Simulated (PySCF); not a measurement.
Dipole response of Sn (tin, neutral)

[Kr] 4d10 5s2 5p2, high-spin 3P determinant. Computed with PySCF 2.14 in def2-QZVPPD with the def2 core potential (28 electrons), with a scalar-relativistic core potential. Coupled (time-dependent) response in atomic units; α is the mean over directions.

| method | mean α (bohr³) | α xx, yy, zz | C₆ (like pair) | S(−4) |
| --- | --- | --- | --- | --- |
| revPBE | 61.67 | 47.98, 68.52, 68.52 | 677.3 | 1603 |

S(−4) is the Cauchy moment in α(ω) = α(0) + S(−4) ω² + …

Reference α: 53 ± 6 bohr³ (recommended; Schwerdtfeger and Nagle, table of static dipole polarizabilities (2023 update)). Published C₆: 659.0 (Chu and Dalgarno (2004); Tang, Norbeck and Certain (1976)).

Spin-orbit coupling is absent.

α(iu) at revPBE:

```
u (hartree)  α(iu) (bohr³)
          0          61.67
     0.0500          58.02
      0.100          49.94
      0.200          34.24
      0.300          23.89
      0.500          13.34
      0.750          7.944
       1.00          5.471
       1.50          3.248
       2.00          2.233
       3.00          1.277
       5.00         0.5820
```

A single London oscillator, α(iu) = α/(1 + u²/ω²), gives C₆ = (3/4) ω α². Matching the computed C₆ needs ω = 4 × 677.3 / (3 × 61.67²) = 0.237 hartree.

The components differ because the open shell of this determinant is not spherical; for a pure term their mean is the scalar polarisability.

Energies and moments cover only the electrons outside the core potential.
